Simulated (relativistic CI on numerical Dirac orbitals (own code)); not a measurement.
# How well does a small relativistic CI reproduce Zn II?

Calculated at this level of theory: Dirac-Coulomb-Breit CI, KLI orbitals optimised for each configuration, model QED (radiative potential, 1s self-energy scaled to tabulated hydrogen-like ionisation energies), valence Slater integrals scaled by 0.85, P86 correlation energy added to each configuration (own radial code, finite nucleus).

Configuration list (outside the closed core [Ar]): 3d10 4s, 3d10 4p, 3d9 4s2, 3d10 5s, 3d10 4d, 3d10 5p, 3d10 4f, 3d9 4s 4p, 3d10 6s, 3d10 5d, 3d10 6p, 3d10 7s, 3d10 5g, 3d10 5f, 3d10 6d, 3d10 7p. Levels of other configurations are missing.

| Configuration | Term (tabulated) | J | Measured (cm⁻¹) | Computed | Error | Purity (%) |
| --- | --- | --- | --- | --- | --- | --- |
| 3d10 4s | 2S | 1/2 | 0.0 | 0 | 0 | 100 |
| 3d10 4p | 2P° | 1/2 | 48481.1 | 45256 | -3225 | 99 |
| 3d10 4p | 2P° | 3/2 | 49355.0 | 45967 | -3388 | 99 |
| 3d9 4s2 | 2D | 5/2 | 62722.5 | 58176 | -4546 | 100 |
| 3d9 4s2 | 2D | 3/2 | 65411.7 | 60823 | -4588 | 100 |
| 3d10 5s | 2S | 1/2 | 88437.1 | 82684 | -5754 | 100 |
| 3d10 4d | 2D | 3/2 | 96909.9 | 89942 | -6968 | 100 |
| 3d10 4d | 2D | 5/2 | 96960.6 | 89981 | -6979 | 100 |
| 3d10 5p | 2P° | 1/2 | 101366.0 | 95226 | -6140 | 95 |
| 3d10 5p | 2P° | 3/2 | 101611.4 | 95401 | -6211 | 94 |
| 3d10 4f | 2F° | 7/2 | 117263.6 | 112391 | -4873 | 100 |
| 3d10 4f | 2F° | 5/2 | 117264.1 | 112394 | -4870 | 100 |

Measured levels from NIST Handbook of Basic Atomic Spectroscopic Data (Sansonetti and Martin, J. Phys. Chem. Ref. Data 34, 1559 (2005)); pairs were made by configuration, J and term (by order where the table uses no LS term), so strongly mixed levels may be paired wrongly.

Mean error by configuration (cm⁻¹): 3d10 4p -3306; 3d9 4s2 -4567; 3d10 5s -5754; 3d10 4d -6974; 3d10 5p -6175; 3d10 4f -4872. Over the excited levels the mean absolute error is 5231 cm⁻¹ (11 of the 11 excited levels that our extract of the source holds in range could be paired), and the median relative error of those above 1,000 cm⁻¹ is 6.7 %.

Transition probabilities of persistent lines. The last column rescales the computed rate by the cube of measured over computed energy:

```tsv
λ measured (Å)	Lower	Upper	A tabulated (s⁻¹)	A computed	A rescaled
2025.48 air	3d10 4s 2S_1/2	3d10 4p 2P°_3/2	4.07e+08	4.22e+08	5.22e+08
2062.00 air	3d10 4s 2S_1/2	3d10 4p 2P°_1/2	3.86e+08	4.02e+08	4.95e+08
2064.23 air	3d10 4p 2P°_1/2	3d10 4d 2D_3/2	4.60e+08	5.99e+08	7.62e+08
2099.93 air	3d10 4p 2P°_3/2	3d10 4d 2D_5/2	5.60e+08	7.03e+08	8.89e+08
4911.63 air	3d10 4d 2D_3/2	3d10 4f 2F°_5/2	1.60e+08	2.87e+08	2.14e+08
```
